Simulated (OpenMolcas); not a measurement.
An atom or ion with 38 electrons was computed by SS-CASPT2, IPEA 0.25 Eh, imaginary shift 0.1 Eh with spin-orbit coupling (OpenMolcas, ANO-RCC-VQZP, DKH2). The lowest levels that the run gave, each within 12 % of the measured value where one is at hand:

| J | Parity | E (cm⁻¹) | g |
| --- | --- | --- | --- |
| 2 | even | 0.0 | 0.672 |
| 3 | even | 1509 | 1.084 |
| 4 | even | 3220 | 1.249 |
| 2 | even | 9850 | 1.056 |
| 0 | even | 11730 |  |
| 1 | even | 12340 | 1.501 |
| 2 | even | 13680 | 1.439 |
| 4 | even | 16550 | 1.001 |
| 0 | even | 38070 |  |

**Question.** Which ion is it, and what are the configurations and terms?

**Answer.** Mo V (Z = 42, charge +4; active space 2 electrons in 10 orbitals (4d 5d)). J, parity and g give the terms where levels are pure, and mixed ones are named by the computed weights; the size of the splittings, set against known spectra of the 38-electron sequence, gives the charge. In order, with the measured energies in cm⁻¹ (Sugar and Musgrove, J. Phys. Chem. Ref. Data 17, 155 (1988)): 4d² ³F₂, 4d² ³F₃ (1578), 4d² ³F₄ (3357), 4d² ¹D₂ (10190), 4d² ³P₀ (11161), 4d² ³P₁ (11807), 4d² ³P₂ (13408), 4d² ¹G₄ (16354), 4d² ¹S₀ (37738).

Term energies are means over components that CASPT2 splits; among the terms shown or strongly mixed into the levels shown the widest spread is 670 cm-1 (4d² ³F). Active for correlation alone: 5d; no level in the range computed is led by a configuration that fills it, so any true level of that kind is missing. Measured partners are found by configuration, term and J. A level has none where our copy of the source lacks it or the pairing is in doubt (some pairs that miss far off the trend of their configuration count as doubtful), and it then counts in no deviation. Only configurations of the active space appear.
